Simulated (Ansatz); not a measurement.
Si4Au3⁻, relaxed as a singlet with RKS r2SCAN-D4/def2-SVPD in Ansatz, starting from the GFN1-xTB geometry. Force threshold 0.02 eV/Å.

In the def2 sets Au takes a core potential; there is no spin–orbit coupling. Another isomer (singlet) lies 0.38 eV lower at PBE0-D4/def2-TZVPD; other spin states weren't run for this one.

Start:

```tsv
atom	x (Å)	y (Å)	z (Å)
Au1	1.063	-1.014	2.452
Au2	-0.471	-1.568	-1.791
Au3	-0.853	1.289	-1.916
Si4	0.967	1.463	-0.316
Si5	-1.499	-0.182	-0.039
Si6	1.035	-0.853	0.020
Si7	-0.243	0.866	1.591
```

```
step  energy (eV)  largest force component (eV/Å)  SCF passes
   1  -42587.8330                           1.598          24
   2  -42588.3094                           0.700          28
   3  -42588.5560                           0.440          29
   4  -42588.7051                           0.336          29
   5  -42588.7951                           0.122          28
   6  -42588.8139                           0.066          31
   7  -42588.8152                           0.020          24
```

Force components are those of the run's own axes.

End:

```xyz
7

Au    0.831   -1.274    1.984
Au   -0.448   -1.797   -1.015
Au   -0.811    1.351   -1.941
Si    0.930    1.597   -0.266
Si   -1.744    0.046   -0.181
Si    1.567   -0.756   -0.221
Si   -0.325    0.833    1.640
```

By distances, no bond broke or formed. The bond that changes most is Au2–Au3, from 2.89 to 3.30 Å (atoms count from 1).

No frequencies were taken in this run, so the end may be a saddle point.

Hardware: 4 threads of Arm Neoverse V1 on a shared host. Wall time 60 s.
